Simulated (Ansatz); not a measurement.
Z-matrix (Å, degrees):
```
C
O 1 1.344
C 1 1.479 2 113.0
O 1 1.203 2 122.3 3 180.0
H 2 0.967 1 106.2 3 -180.0
C 3 1.391 1 118.0 2 180.0
C 3 1.391 1 122.2 2 -0.0
C 6 1.382 3 120.4 1 -180.0
H 6 1.083 3 118.7 1 0.0
C 7 1.384 3 120.2 1 180.0
H 7 1.082 3 119.8 1 -0.0
C 8 1.387 6 119.0 3 -0.0
H 8 1.082 6 120.8 3 180.0
H 10 1.082 7 120.7 3 -180.0
Br 12 1.884 8 119.3 6 180.0
```

Charge 0, multiplicity 1.

(1) List the CAM-B3LYP/def2-TZVPP orbital energies in eV (the Gaussian-basis code of Ansatz). (Estimate.)

## Answers

(1) Computed: Occupied: -13141.33, -1702.80, -1534.59, -1534.49, -1534.48, -524.06, -522.39, -282.83, -280.95, -279.75, -279.68, -279.62, -279.61, -279.60, -238.89, -179.88, -179.57, -179.56, -74.21, -74.12, -74.11, -73.86, -73.86, -32.89, -30.28, -26.79, -24.88, -23.41, -22.89, -20.28, -19.49, -18.44, -16.99, -15.79, -15.06, -14.90, -14.83, -14.51, -14.14, -13.17, -13.03, -12.02, -11.91, -11.14, -10.67, -9.97, -9.85, -9.26, -8.61. Lowest empty: -0.69, 0.24, 1.09, 1.90, 2.39, 2.79, 3.08, 3.54.
